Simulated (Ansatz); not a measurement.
```yaml
crystal:
  periodic: [false, false, false]
  atoms:
    - {symbol: B, position_ang: [-1.079830, 1.944622, -0.072812]}
    - {symbol: Si, position_ang: [-0.116726, 0.402680, 0.682597]}
    - {symbol: C, position_ang: [0.509617, -0.867040, -0.531580]}
    - {symbol: S, position_ang: [1.314175, -2.244483, 0.265299]}
    - {symbol: H, position_ang: [-1.454035, 2.738445, 0.678256]}
    - {symbol: H, position_ang: [-1.504035, 2.738445, 0.678256]}
    - {symbol: H, position_ang: [1.093241, 0.901422, 1.400650]}
    - {symbol: H, position_ang: [-0.999868, -0.251383, 1.738894]}
    - {symbol: H, position_ang: [-0.446967, -1.250969, -1.043106]}
    - {symbol: H, position_ang: [0.993046, -0.420968, -1.273629]}
    - {symbol: H, position_ang: [1.560234, -2.965748, -0.877584]}
basis:
  gaussian: {orbitals: def2-SVPD}
hamiltonian: {xc: {name: SVWN5}}
```

```sh
$ ansatz run in.yaml --threads 2 --pin off --events-out ev --progress --plain --max-ram 4352MiB
```

Output, abridged:

```
Functional definition: SVWN5
1274 factors; their error is unknown
mean field evaluation 1: about -20184.0098 eV, gradient 5.4e1 eV
mean field evaluation 2: about -20168.8252 eV, gradient 8.3e1 eV
mean field evaluation 4: about -20191.6140 eV, gradient 5.1e0 eV
mean field evaluation 8: about -20191.7660 eV, gradient 7.5e-1 eV
mean field evaluation 16: about -20191.7403 eV, gradient 6.4e-4 eV
mean field -20191.70429676 eV, -742.0314464774 hartree, gradient 6.1e-5 eV, S^2 0.000000; 2 other end points of the search recorded, 1 dependent functions left out
reference -20191.70436070 eV, -742.0314488268 hartree; 24, 24 occupied and 122, 122 virtual orbitals, 1274 factors
Total energy: -20191.70436070 eV, -742.0314488268 hartree
```

(1) Something in this input is off. What?

Answers

(1) One atom was put on top of another. The calculation finished and met its thresholds. The result belongs to that input, not to the molecule as meant.
